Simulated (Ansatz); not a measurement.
System: H2BO, charge 0, doublet. H2BO (SMILES B[O], doublet).
B3LYP-D3(BJ)/def2-TZVP minimum from Ansatz (a quantum-chemistry and plane-wave program):
```xyz
4

B      0.0438    -0.0198     0.5998
H     -0.8593     0.3906     1.2918
H      1.0358    -0.4704     1.1249
O     -0.0495     0.0223    -0.6769
```
Charge 0, spin multiplicity 2.

Wanted: atomisation energy (electronic, to ground-state atoms), in kcal/mol. UHF or UKS for unpaired electrons; spin-orbit terms are left out. CBS(X,Y): correlation extrapolated as X^-3, Hartree-Fock from the larger set (Q,5: extrapolated as (X+1)exp(-9√X)). A bracket is a step between two methods taken in the basis named. Functionals run without relativity, which enters their misses. Double hybrids freeze cores in their MP2 part. '+ core + X2C': CCSD(T) terms for core correlation (cc-pwCVTZ) and scalar relativity (cc-pVTZ-DK). Where a partner has so few electrons that a lower coupled-cluster level is exact, that level stands in.

CCSD(T)/CBS(cc-pVQZ,cc-pV5Z) + [CCSDT(Q) - CCSD(T)]/cc-pVTZ + [CCSDTQ - CCSDT(Q)]/cc-pVDZ + core + X2C (Ansatz) gives 326.1 kcal/mol.

Problem. How far off this value is PBE/def2-TZVPD (Ansatz), in which direction, and which of these levels come nearer: r2SCAN/def2-TZVPD, B3LYP/def2-TZVPD, wB97M-V/def2-TZVPD, B2PLYP/def2-TZVPD, CCSD(T)/CBS(cc-pVQZ,cc-pV5Z) + core + X2C?

Solution. PBE gives 339.7 kcal/mol, 13.6 kcal/mol above it. Differences of the others: r2SCAN/def2-TZVPD (Ansatz) 9.4; B3LYP/def2-TZVPD (Ansatz) 6.1; wB97M-V/def2-TZVPD (Ansatz) 3.3; B2PLYP/def2-TZVPD (Ansatz) -0.4; CCSD(T)/CBS(cc-pVQZ,cc-pV5Z) + core + X2C (Ansatz) -0.7 kcal/mol. Nearer than PBE: r2SCAN/def2-TZVPD, B3LYP/def2-TZVPD, wB97M-V/def2-TZVPD, B2PLYP/def2-TZVPD, CCSD(T)/CBS(cc-pVQZ,cc-pV5Z) + core + X2C.
